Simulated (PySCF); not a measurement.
Job file and geometry (Å, from GFN2-xTB) of a spin–spin coupling run on `CC(C)BN`, C₃H₁₀BN, B3LYP/pcJ-1 indirect spin-spin coupling, non-relativistic, gas phase (PySCF); density fitting, a coarse starting grid and PySCF grid level 2 are the driver's defaults:

```
$ OMP_NUM_THREADS=1 python probes_run.py task.json out

{"job": {"kind": "j", "xc": "B3LYP", "basis": "pcJ-1"}, "charge": 0, "multiplicity": 1}
C     -1.456964    -0.734077     0.532331
C     -0.236147     0.185652     0.414258
C     -0.590209     1.384120    -0.475847
B      1.031172    -0.592631    -0.172896
N      2.217027    -0.604658     0.532007
H     -2.317419    -0.187718     0.917873
H     -1.719487    -1.142705    -0.440967
H     -1.248510    -1.564743     1.203698
H     -0.023667     0.576877     1.417339
H     -1.449029     1.922845    -0.076461
H      0.247597     2.075467    -0.542266
H     -0.834217     1.048502    -1.481383
H      0.983160    -1.149230    -1.203949
H      3.057520    -1.062645     0.220435
H      2.334757    -0.147066     1.421674
```

**Question.** What does the program print?

**Answer.** 
```
coarse grid: 11608 points
cycle   1  E = -199.8998087769  dE =  2.255e-01  |g| = 5.566e-01  |ddm| = 2.773e+00
cycle   2  E = -199.8595214922  dE =  4.029e-02  |g| = 7.007e-01  |ddm| = 1.020e+00
cycle   3  E = -199.9790126687  dE = -1.195e-01  |g| = 5.205e-02  |ddm| = 5.769e-01
cycle   4  E = -199.9794001852  dE = -3.875e-04  |g| = 3.322e-02  |ddm| = 5.614e-02
cycle   5  E = -199.9796398464  dE = -2.397e-04  |g| = 8.246e-03  |ddm| = 2.394e-02
cycle   6  E = -199.9796537411  dE = -1.389e-05  |g| = 2.063e-03  |ddm| = 6.760e-03
cycle   7  E = -199.9796547113  dE = -9.702e-07  |g| = 3.101e-04  |ddm| = 1.592e-03
final grid: 109544 points
cycle   8  E = -200.0165450862  dE = -9.258e-05  |g| = 7.808e-03  |ddm| = 2.049e-02
cycle   9  E = -200.0165345680  dE =  1.052e-05  |g| = 1.041e-02  |ddm| = 1.223e-02
cycle  10  E = -200.0165589717  dE = -2.440e-05  |g| = 6.930e-04  |ddm| = 6.837e-03
cycle  11  E = -200.0165590022  dE = -3.050e-08  |g| = 5.803e-04  |ddm| = 7.855e-04
cycle  12  E = -200.0165590776  dE = -7.542e-08  |g| = 5.516e-05  |ddm| = 3.883e-04
cycle  13  E = -200.0165590782  dE = -6.499e-10  |g| = 1.511e-05  |ddm| = 5.506e-05
converged SCF energy = -200.0165590782

Indirect spin-spin couplings (Hz)
  i      j    bonds     total        FC       PSO       DSO        SD
  0 C    1 C    1     30.663    30.691    -0.219     0.191         -
  0 C    2 C    2     -1.302    -1.094    -0.207    -0.001         -
  0 C    3 B    2     -0.053     0.044    -0.063     0.025    -0.059
  0 C    4 N    3     -1.381    -1.364    -0.060     0.017     0.026
  0 C    5 H    1    133.453   131.650     1.166     0.637         -
  0 C    6 H    1    131.641   129.840     1.152     0.648         -
  0 C    7 H    1    129.434   127.569     1.242     0.624         -
  0 C    8 H    2     -3.263    -3.262     0.133    -0.133         -
  0 C    9 H    3      4.642     4.659    -0.018     0.001         -
  0 C   10 H    3     13.123    13.172     0.413    -0.462         -
  0 C   11 H    3      2.714     2.730     0.001    -0.016         -
  0 C   12 H    3      2.106     2.097     0.030    -0.020         -
  0 C   14 H    4     -0.443    -0.439     0.167    -0.171         -
  1 C    2 C    1     29.816    29.836    -0.212     0.191         -
  1 C    3 B    1     56.912    57.538    -1.450     0.272     0.552
  1 C    4 N    2     -1.891    -2.060     0.171    -0.004     0.002
  1 C    5 H    2     -3.955    -4.008     0.211    -0.158         -
  1 C    6 H    2     -3.113    -3.240     0.257    -0.130         -
  1 C    7 H    2     -1.819    -1.856     0.175    -0.138         -
  1 C    8 H    1    124.113   121.925     1.190     0.997         -
  1 C    9 H    2     -3.966    -4.019     0.211    -0.157         -
  1 C   10 H    2     -1.697    -1.738     0.178    -0.137         -
  1 C   11 H    2     -2.986    -3.115     0.256    -0.127         -
  1 C   12 H    2      8.724     8.861    -0.081    -0.056         -
  1 C   13 H    3      9.444     9.522     0.406    -0.484         -
  1 C   14 H    3      4.603     4.731    -0.202     0.075         -
  2 C    3 B    2     -0.351    -0.257    -0.058     0.029    -0.064
  2 C    4 N    3     -1.069    -1.039    -0.062     0.014     0.017
  2 C    5 H    3      4.842     4.856    -0.020     0.006         -
  2 C    6 H    3      2.603     2.615     0.008    -0.020         -
  2 C    7 H    3     13.229    13.276     0.415    -0.462         -
  2 C    8 H    2     -3.660    -3.660     0.130    -0.130         -
  2 C    9 H    1    134.091   132.299     1.154     0.638         -
  2 C   10 H    1    129.538   127.677     1.233     0.628         -
  2 C   11 H    1    131.469   129.667     1.152     0.650         -
  2 C   12 H    3      1.414     1.410     0.050    -0.045         -
  2 C   13 H    4     -0.273    -0.269     0.317    -0.321         -
  2 C   14 H    4     -0.558    -0.554     0.132    -0.135         -
  3 B    4 N    1    -28.922   -31.729     3.293    -0.074    -0.412
  3 B    5 H    3      9.385     9.360     0.496    -0.492     0.021
  3 B    6 H    3      3.106     3.206    -0.208     0.118    -0.010
  3 B    7 H    3      1.516     1.474    -0.063     0.104     0.000
  3 B    8 H    2     -4.419    -4.212    -0.133    -0.125     0.051
  3 B    9 H    3      8.947     8.914     0.509    -0.495     0.019
  3 B   10 H    3      1.551     1.492    -0.062     0.117     0.003
  3 B   11 H    3      2.845     2.916    -0.183     0.122    -0.009
  3 B   12 H    1    133.477   133.566    -1.357     0.931     0.337
  3 B   13 H    2      0.086     1.452    -0.188    -1.043    -0.134
  3 B   14 H    2     -0.449     0.990    -0.296    -0.989    -0.154
  4 N    5 H    4     -0.414    -0.425    -0.115     0.118     0.009
  4 N    8 H    3     -3.304    -3.404     0.104    -0.035     0.032
  4 N    9 H    4     -0.250    -0.264    -0.113     0.117     0.010
  4 N   12 H    2     -5.123    -5.660     0.446     0.105    -0.014
  4 N   13 H    1    -84.203   -80.914    -2.694    -0.217    -0.378
  4 N   14 H    1    -84.138   -80.848    -2.683    -0.234    -0.374
  5 H    6 H    2    -12.786   -12.894     2.707    -2.599         -
  5 H    7 H    2    -12.912   -13.011     2.765    -2.666         -
  5 H    8 H    3      3.889     3.984     0.229    -0.324         -
  5 H   10 H    4     -0.258    -0.166     1.475    -1.567         -
  5 H   11 H    4     -0.256    -0.143     0.484    -0.596         -
  5 H   12 H    4     -0.296    -0.244     1.353    -1.405         -
  5 H   13 H    5      0.279     0.359     1.348    -1.429         -
  6 H    7 H    2    -13.429   -13.533     2.711    -2.608         -
  6 H    8 H    3     14.120    14.203     2.720    -2.803         -
  6 H    9 H    4     -0.261    -0.148     0.524    -0.636         -
  6 H   10 H    4     -0.263    -0.176     1.530    -1.618         -
  6 H   11 H    4     -0.181    -0.202    -1.152     1.173         -
  7 H    8 H    3      3.652     3.745     0.251    -0.343         -
  7 H    9 H    4     -0.275    -0.181     1.469    -1.562         -
  7 H   10 H    4      2.923     2.968     1.771    -1.816         -
  7 H   11 H    4     -0.249    -0.162     1.539    -1.626         -
  8 H    9 H    3      4.347     4.441     0.208    -0.301         -
  8 H   10 H    3      3.490     3.580     0.267    -0.357         -
  8 H   11 H    3     14.409    14.493     2.718    -2.801         -
  8 H   12 H    3      5.396     5.522     1.972    -2.098         -
  8 H   14 H    4     -0.336    -0.381    -1.744     1.789         -
  9 H   10 H    2    -12.987   -13.085     2.753    -2.654         -
  9 H   11 H    2    -12.874   -12.983     2.705    -2.597         -
  9 H   12 H    4     -0.431    -0.378     1.362    -1.416         -
  9 H   13 H    5      0.170     0.253     1.365    -1.448         -
 10 H   11 H    2    -13.339   -13.443     2.703    -2.600         -
 12 H   13 H    3      6.363     6.743     0.370    -0.750         -
 12 H   14 H    3     14.471    14.847     2.883    -3.259         -
 13 H   14 H    2     -2.163    -2.866     6.177    -5.474         -
```

Size and cost of the density-fitted run: 235 basis functions, 91 s wall time (81 s CPU) on 1 thread of an Intel Xeon, shared host; peak memory 0.91 GiB.
